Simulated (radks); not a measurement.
Effect of the nuclear size on the lanthanum ion La3+, [Xe]. Method: Dirac Kohn-Sham, relativistic LDA (MacDonald-Vosko exchange, VWN5 correlation), spin-unpolarised, spherical densities, finite nucleus; Fermi nuclear charge, rms radius 4.855 fm; computed with a radial shooting solver on a logarithmic mesh with Libxc functionals. The rms radius is varied about that value; shifts are against it.

| rms radius (fm) | total energy shift (eV) | density at nucleus (e/bohr^3) | 1s1/2 shift (meV) | 2s1/2 shift (meV) | 4p1/2 shift (meV) | 5s1/2 shift (meV) | 5p1/2 shift (meV) | 5p3/2 shift (meV) | 6s1/2 (empty) shift (meV) |
|---|---|---|---|---|---|---|---|---|---|
| 3.9568 | -3.13 | 3.619e+05 | -1290 | -157 | 0.480 | -1.25 | 0.120 | 0.147 | -0.279 |
| 4.4957 | -1.31 | 3.528e+05 | -543 | -65.9 | 0.201 | -0.525 | 0.050 | 0.062 | -0.117 |
| 4.855 | 0 | 3.474e+05 | 0.000 | 0.000 | 0.000 | 0.000 | 0.000 | 0.000 | 0.000 |
| 5.2385 | 1.49 | 3.421e+05 | 616 | 74.7 | -0.228 | 0.596 | -0.057 | -0.070 | 0.133 |
| 5.6318 | 3.11 | 3.372e+05 | 1290 | 156 | -0.477 | 1.24 | -0.119 | -0.146 | 0.278 |

Slopes of the eigenvalues against <r^2> in GHz/fm^2, as finite differences over the two radii next to the reference (eigenvalue slopes, not the field-shift constants of lines): 1s1/2 38800, 2s1/2 4700, 4p1/2 -14.4, 5s1/2 37.5, 5p1/2 -3.60, 5p3/2 -4.40, 6s1/2 (empty) 8.37.
